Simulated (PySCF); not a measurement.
## TDDFT excited states: C7H12O

Species: C7H12O.
SMILES: `O=CC1CCCCC1`

The calculation used TDDFT CAM-B3LYP/def2-SVPD, vertical, gas phase, core orbitals frozen in the response (PySCF). Isolated species at its PBE0-D3(BJ)/def2-SVP geometry (one conformer only).

**Question.** What does the calculation give for the low-lying excited states?

**Answer.** 

```csv
state,E (eV),ν̃ (cm⁻¹),f,|μ| (D),"main configurations (H = HOMO, L = LUMO)"
S1,4.29,34590,0.0001,0.10,H→L (92%)
S2,7.22,58220,0.019,0.84,"H→L+1 (67%), H→L+3 (13%), H→L+4 (11%)"
S3,7.37,59410,0.0032,0.34,"H-1→L (58%), H-2→L (34%)"
S4,7.51,60590,0.035,1.11,"H-2→L (60%), H-1→L (34%)"
S5,7.90,63730,0.015,0.72,"H→L+2 (62%), H→L+3 (8%)"
S6,8.05,64900,0.0047,0.39,H-3→L (76%)
S7,8.13,65610,0.054,1.32,"H→L+4 (47%), H→L+3 (27%), H→L+8 (8%)"
S8,8.33,67200,0.018,0.76,"H→L+3 (22%), H→L+1 (18%), H→L+2 (17%)"
S9,8.52,68680,0.0003,0.09,"H-4→L (44%), H-2→L+1 (23%), H-1→L+1 (14%)"
S10,8.55,68970,0.0022,0.26,"H-1→L+1 (69%), H-2→L+1 (14%)"
```

Triplets (Tamm–Dancoff): T1 3.70 eV, H→L (91%); T2 6.01 eV, H-5→L (37%), H-9→L (22%), H-6→L (8%); T3 7.05 eV, H→L+1 (64%), H→L+3 (16%), H→L+4 (10%); T4 7.25 eV, H-1→L (45%), H-2→L (40%).

The lowest singlet lies at 4.29 eV (289 nm, ultraviolet) and is dark (f under 0.0005); its leading configuration is HOMO→LUMO (92%). The most intense listed level is S7 at 8.13 eV (152 nm, f = 0.054), 3.85 eV above S1. S1 has the pattern of n→π* at C=O. Orbital energies (eV): HOMO-3 -10.56, HOMO-2 -10.13, HOMO-1 -10.08, HOMO -8.82, LUMO 0.41, LUMO+1 1.24, LUMO+2 1.78. The oscillator strengths of these states sum to 0.152; summed over the whole spectrum of an exact calculation they would give the number of electrons, 62 (Thomas–Reiche–Kuhn). Weighted by f, the mean energy of these states is 7.86 eV. No computed singlet lies in the visible range (380 to 750 nm); the lowest, at 289 nm, stands 1.03 eV above its violet end (3.26 eV). The vertical ionisation energy (ΔSCF) is 9.71 eV, 1.16 eV above S10. Only the lowest 10 singlets were computed, as vertical energies without vibronic structure.
